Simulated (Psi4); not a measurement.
H4B3O3, charge +1, singlet, at a GFN2-xTB geometry, atoms displaced at random by about 0.03 Å a coordinate; HF/STO-3G, gradient run with Psi4.

Psi4 was given this input:
```
memory 2 GB

molecule mol {
1 1
  B    -0.920548    1.034744   -0.249839
  O    -1.360728   -0.263236   -0.026048
  B    -0.601633   -1.292329    0.142798
  O     0.830939   -0.939218    0.212366
  B     1.330256    0.415179    0.074836
  O     0.435845    1.302956   -0.205620
  H    -1.702967    1.908653   -0.495253
  H    -0.876905   -2.377108    0.330607
  H     1.452115   -1.683854    0.382538
  H     2.492617    0.600362    0.041603
symmetry c1
no_reorient
no_com
}

set basis sto-3g
set reference rhf

gradient('scf')
print_variables()
```

What the program printed (banner, timings and long lists left out):

```
gradient() will perform analytic gradient computation.

   => Loading Basis Set <=

    Name: STO-3G
    Role: ORBITAL
    Keyword: BASIS

         ---------------------------------------------------------
                                   SCF
               by Justin Turney, Rob Parrish, Andy Simmonett
                          and Daniel G. A. Smith
                              RHF Reference
         ---------------------------------------------------------

  ==> Geometry <==

    Molecular point group: c1
    Full point group: C1

    Geometry (in Angstrom), charge = 1, multiplicity = 1:

       Center              X                  Y                   Z               Mass
    ------------   -----------------  -----------------  -----------------  -----------------
         B           -0.920548000000     1.034744000000    -0.249839000000    11.009305360000
         O           -1.360728000000    -0.263236000000    -0.026048000000    15.994914619570
         B           -0.601633000000    -1.292329000000     0.142798000000    11.009305360000
         O            0.830939000000    -0.939218000000     0.212366000000    15.994914619570
         B            1.330256000000     0.415179000000     0.074836000000    11.009305360000
         O            0.435845000000     1.302956000000    -0.205620000000    15.994914619570
         H           -1.702967000000     1.908653000000    -0.495253000000     1.007825032230
         H           -0.876905000000    -2.377108000000     0.330607000000     1.007825032230
         H            1.452115000000    -1.683854000000     0.382538000000     1.007825032230
         H            2.492617000000     0.600362000000     0.041603000000     1.007825032230

  Running in c1 symmetry.

  Rotational constants: A =      0.19615  B =      0.18202  C =      0.09447 [cm^-1]
  Rotational constants: A =   5880.39143  B =   5456.86415  C =   2832.18252 [MHz]
  Nuclear repulsion =  212.122350760611567

  Charge       = 1
  Multiplicity = 1
  Electrons    = 42
  Nalpha       = 21
  Nbeta        = 21

  ==> Algorithm <==

  SCF Algorithm Type is DF.
  DIIS enabled.
  MOM disabled.
  Fractional occupation disabled.
  Guess Type is SAD.
  Energy threshold   = 1.00e-08
  Density threshold  = 1.00e-08
  Integral threshold = 1.00e-12

  ==> Primary Basis <==

  Basis Set: STO-3G
    Blend: STO-3G
    Number of shells: 22
    Number of basis functions: 34
    Number of Cartesian functions: 34
    Spherical Harmonics?: true
    Max angular momentum: 1

   => Loading Basis Set <=

    Name: (STO-3G AUX)
    Role: JKFIT
    Keyword: DF_BASIS_SCF

  ==> Integral Setup <==

  SCF_SUBTYPE=INCORE selected. In-core MEM_DF algorithm will be used.
  Using in-core AOs.

  ==> MemDFJK: Density-Fitted J/K Matrices <==

    J tasked:                   Yes
    K tasked:                   Yes
    wK tasked:                   No
    Algorithm:                 Core
    Schwarz Cutoff:           1E-12
    Mask sparsity (%):       1.2111
    Fitting Condition:        1E-10

   => Auxiliary Basis Set <=

  Basis Set: (STO-3G AUX)
    Blend: DEF2-UNIVERSAL-JKFIT
    Number of shells: 174
    Number of basis functions: 528
    Number of Cartesian functions: 626
    Spherical Harmonics?: true
    Max angular momentum: 4

  Minimum eigenvalue in the overlap matrix is 2.4875486840E-01.
  Reciprocal condition number of the overlap matrix is 1.0452384202E-01.
    Using symmetric orthogonalization.

  ==> Pre-Iterations <==

  SCF Guess: Superposition of Atomic Densities via on-the-fly atomic UHF (no occupation information).

   -------------------------
    Irrep   Nso     Nmo
   -------------------------
     A         34      34
   -------------------------
    Total      34      34
   -------------------------

  ==> Iterations <==

                           Total Energy        Delta E     RMS |[F,P]|

   @DF-RHF iter SAD:  -293.52972632424320   -2.93530e+02   0.00000e+00
   @DF-RHF iter   1:  -297.01006969363283   -3.48034e+00   1.19222e-02 ADIIS/DIIS
   @DF-RHF iter   2:  -297.11446639312044   -1.04397e-01   4.35266e-03 ADIIS/DIIS
   @DF-RHF iter   3:  -297.12601452154917   -1.15481e-02   7.82004e-04 ADIIS/DIIS
   @DF-RHF iter   4:  -297.12659208292655   -5.77561e-04   1.51120e-04 ADIIS/DIIS
   @DF-RHF iter   5:  -297.12661822008238   -2.61372e-05   3.68698e-05 DIIS
   @DF-RHF iter   6:  -297.12662055545326   -2.33537e-06   1.00537e-05 DIIS
   @DF-RHF iter   7:  -297.12662072251942   -1.67066e-07   1.49457e-06 DIIS
   @DF-RHF iter   8:  -297.12662072609839   -3.57898e-09   3.61515e-07 DIIS
   @DF-RHF iter   9:  -297.12662072628109   -1.82695e-10   1.29747e-07 DIIS
   @DF-RHF iter  10:  -297.12662072630064   -1.95541e-11   3.83262e-08 DIIS
   @DF-RHF iter  11:  -297.12662072630332   -2.67164e-12   7.72938e-09 DIIS
  Energy and wave function converged.

  ==> Post-Iterations <==

    Orbital Energies [Eh]
    ---------------------

    Doubly Occupied:

       1A    -20.720555     2A    -20.578995     3A    -20.577558
       4A     -7.754523     5A     -7.749783     6A     -7.724189
       7A     -1.693730     8A     -1.597769     9A     -1.563393
      10A     -1.040625    11A     -1.025505    12A     -0.976025
      13A     -0.903986    14A     -0.858360    15A     -0.813390
      16A     -0.777410    17A     -0.748371    18A     -0.732840
      19A     -0.692910    20A     -0.664064    21A     -0.638776

    Virtual:

      22A      0.001982    23A      0.042371    24A      0.159432
      25A      0.197096    26A      0.326014    27A      0.369615
      28A      0.394875    29A      0.437050    30A      0.565222
      31A      0.587523    32A      0.603066    33A      0.675786
      34A      0.743015

    Final Occupation by Irrep:
              A
    DOCC [    21 ]
    NA   [    21 ]
    NB   [    21 ]

  @DF-RHF Final Energy:  -297.12662072630332

   => Energetics <=

    Nuclear Repulsion Energy =            212.1223507606115675
    One-Electron Energy =                -818.8324270072666877
    Two-Electron Energy =                 309.5834555203518335
    Total Energy =                       -297.1266207263033152

Computation Completed

Properties will be evaluated at   0.000000,   0.000000,   0.000000 [a0]

Properties computed using the SCF density matrix

 Multipole Moments:

 ------------------------------------------------------------------------------------
     Multipole            Electronic (a.u.)      Nuclear  (a.u.)        Total (a.u.)
 ------------------------------------------------------------------------------------

 L = 1.  Multiply by 2.5417464519 to convert [e a0] to [Debye]
 Dipole X            :          1.7341785           -0.6544443            1.0797342
 Dipole Y            :         -1.4231628            0.0756627           -1.3475001
 Dipole Z            :          0.4473423           -0.1057226            0.3416197
 Magnitude           :                                                    1.7601950

 ------------------------------------------------------------------------------------

         ------------------------------------------------------------
                                   SCF GRAD
                          Rob Parrish, Justin Turney,
                       Andy Simmonett, and Alex Sokolov
         ------------------------------------------------------------

  ==> Geometry <==

    Molecular point group: c1
    Full point group: C1

    Geometry (in Angstrom), charge = 1, multiplicity = 1:

       Center              X                  Y                   Z               Mass
    ------------   -----------------  -----------------  -----------------  -----------------
         B           -0.920548000000     1.034744000000    -0.249839000000    11.009305360000
         O           -1.360728000000    -0.263236000000    -0.026048000000    15.994914619570
         B           -0.601633000000    -1.292329000000     0.142798000000    11.009305360000
         O            0.830939000000    -0.939218000000     0.212366000000    15.994914619570
         B            1.330256000000     0.415179000000     0.074836000000    11.009305360000
         O            0.435845000000     1.302956000000    -0.205620000000    15.994914619570
         H           -1.702967000000     1.908653000000    -0.495253000000     1.007825032230
         H           -0.876905000000    -2.377108000000     0.330607000000     1.007825032230
         H            1.452115000000    -1.683854000000     0.382538000000     1.007825032230
         H            2.492617000000     0.600362000000     0.041603000000     1.007825032230

  Nuclear repulsion =  212.122350760611567

  ==> Basis Set <==

  Basis Set: STO-3G
    Blend: STO-3G
    Number of shells: 22
    Number of basis functions: 34
    Number of Cartesian functions: 34
    Spherical Harmonics?: true
    Max angular momentum: 1

  ==> DFJKGrad: Density-Fitted SCF Gradients <==

    Gradient:                    1
    J tasked:                  Yes
    K tasked:                  Yes
    wK tasked:                  No
    Integrals threads:           1
    Schwarz Cutoff:          1E-12
    Fitting Condition:       1E-10

   => Auxiliary Basis Set <=

  Basis Set: (STO-3G AUX)
    Blend: DEF2-UNIVERSAL-JKFIT
    Number of shells: 174
    Number of basis functions: 528
    Number of Cartesian functions: 626
    Spherical Harmonics?: true
    Max angular momentum: 4

  -Total Gradient:
     Atom            X                  Y                   Z
    ------   -----------------  -----------------  -----------------
       1        0.026641815545    -0.027943023230     0.008545435248
       2        0.009122820266    -0.031084894483     0.009867808878
       3       -0.027227282270    -0.001956252432    -0.011155375531
       4        0.005234178965     0.017383103247    -0.005101639295
       5       -0.048212611911     0.015487753628     0.012758106755
       6        0.039712387278    -0.011709168358    -0.001594225537
       7       -0.014890303613     0.017609146351    -0.005560549447
       8        0.002195247950     0.020650244649    -0.000022511106
       9       -0.001748767577    -0.006760523426     0.001239644440
      10        0.009172515367     0.008323614054    -0.008976694403

  Variable Map:
  ----------------------------------------------------------------------------
  "CURRENT ENERGY"           =>    -297.126620726303
  "CURRENT REFERENCE ENERGY" =>    -297.126620726303
  "DD SOLVATION ENERGY"      =>       0.000000000000
  "HF KINETIC ENERGY"        =>     293.935770320726
  "HF POTENTIAL ENERGY"      =>    -591.062391047029
  "HF TOTAL ENERGY"          =>    -297.126620726303
  "HF VIRIAL RATIO"          =>       2.010855604277
  "NUCLEAR REPULSION ENERGY" =>     212.122350760612
  "ONE-ELECTRON ENERGY"      =>    -818.832427007267
  "PCM POLARIZATION ENERGY"  =>       0.000000000000
  "PE ENERGY"                =>       0.000000000000
  "SCF ITERATION ENERGY"     =>    -297.126620726303
  "SCF ITERATIONS"           =>      11.000000000000
  "SCF TOTAL ENERGY"         =>    -297.126620726303
  "TWO-ELECTRON ENERGY"      =>     309.583455520352

  Array Variable Map:
  ----------------------------------------------------------------------------
  "CURRENT DIPOLE"           =>       1.079734226439 ... 0.341619716430 1 by 3
  "CURRENT GRADIENT"         =>       0.026641815545 ... -0.008976694403 10 by 3
  "HF TOTAL GRADIENT"        =>       0.026641815545 ... -0.008976694403 10 by 3
  "SCF DIPOLE"               =>       1.079734226439 ... 0.341619716430 1 by 3
  "SCF TOTAL ENERGIES"       =>    -293.529726324243 ... -297.126620726303 1 by 12
  "SCF TOTAL GRADIENT"       =>       0.026641815545 ... -0.008976694403 10 by 3
```
